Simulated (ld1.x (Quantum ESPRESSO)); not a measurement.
# How hard is this La (Z = 57) TM potential?

ld1.x (Quantum ESPRESSO) 7.5 input, shortened:

```
&input
   title='La', zed=57., rel=1, dft='PZ', iswitch=3,
   config='[Xe] 4f0 5d2 6s1 6p0'
 /
 &inputp
   pseudotype=2, tm=.true., lloc=-2, rcloc=1.85,
   nlcc=.true., new_core_ps=.true.
 /
4
5S  1  0   2.00   0.00  2.75  2.75  0.0
5P  2  1   6.00   0.00  2.15  2.15  0.0
5D  3  2   2.00   0.00  3.20  3.20  0.0
4F  4  3   0.00   0.00  1.15  1.15  0.0
 &test
   configts(1)='4f0 5s2 5p6 5d2 6s1 6p0'
 /
```

Occupied shells without a wave of their own: 6s. They enter only through the test configuration that unscreens the potential, and ld1.x also counts them in the model core charge.

The pseudo-atom Hamiltonian at the reference potential is diagonalised in spherical Bessel functions j_l(qr) that vanish at 20 bohr, with q² up to the cutoff. All-electron valence levels (Ry): 5s -2.7574, 6s -0.2432, 5p -1.5459, 6p -0.0836, 5d -0.1676, 4f -0.2218.

Q: How do the lowest levels (Ry) of each channel move with the cutoff, and are there ghosts?

A:

```json
{"cutoff (Ry)": "8", "s #1": "-2.7458", "s #2": "-0.2842", "s #3": "-0.0042", "p #1": "-1.5184", "p #2": "-0.0826", "p #3": "0.0497", "d #1": "-0.1565", "d #2": "0.0447", "f #1": "0.0899", "Σ f·Δε (mRy)": "218.1"}
{"cutoff (Ry)": "12", "s #1": "-2.7555", "s #2": "-0.2876", "s #3": "-0.0053", "p #1": "-1.5223", "p #2": "-0.0834", "p #3": "0.0494", "d #1": "-0.1669", "d #2": "0.0437", "f #1": "0.0899", "Σ f·Δε (mRy)": "150.6"}
{"cutoff (Ry)": "21", "s #1": "-2.7570", "s #2": "-0.2912", "s #3": "-0.0065", "p #1": "-1.5424", "p #2": "-0.0842", "p #3": "0.0491", "d #1": "-0.1676", "d #2": "0.0436", "f #1": "0.0898", "Σ f·Δε (mRy)": "22.4"}
{"cutoff (Ry)": "30", "s #1": "-2.7574", "s #2": "-0.2915", "s #3": "-0.0066", "p #1": "-1.5450", "p #2": "-0.0844", "p #3": "0.0490", "d #1": "-0.1676", "d #2": "0.0436", "f #1": "0.0898", "Σ f·Δε (mRy)": "5.4"}
{"cutoff (Ry)": "45", "s #1": "-2.7574", "s #2": "-0.2916", "s #3": "-0.0066", "p #1": "-1.5458", "p #2": "-0.0844", "p #3": "0.0490", "d #1": "-0.1676", "d #2": "0.0436", "f #1": "0.0898", "Σ f·Δε (mRy)": "0.7"}
{"cutoff (Ry)": "55", "s #1": "-2.7574", "s #2": "-0.2916", "s #3": "-0.0066", "p #1": "-1.5459", "p #2": "-0.0844", "p #3": "0.0490", "d #1": "-0.1676", "d #2": "0.0436", "f #1": "0.0898", "Σ f·Δε (mRy)": "0.1"}
{"cutoff (Ry)": "400", "s #1": "-2.7574", "s #2": "-0.2916", "s #3": "-0.0066", "p #1": "-1.5459", "p #2": "-0.0844", "p #3": "0.0490", "d #1": "-0.1676", "d #2": "0.0436", "f #1": "-0.2217", "Σ f·Δε (mRy)": "0.0"}
```

Result: no extra level below or beside the all-electron valence levels (s, p, d, f tested); 10 mRy is reached at 25 Ry and 1 mRy at 45 Ry.

The cutoffs count occupied waves only; the empty 4f level needs 200 Ry at the loose tolerance. The potential misses its own reference levels by up to 0.7 eV. ld1.x takes every shell without a wave as core, so the model core holds the 6s electrons as well and exchange and correlation see them twice. This cancels in the reference configuration, but the file is broken for other ones, and its errors say nothing about a proper core correction. Its largest configuration-test error is +1761 meV.
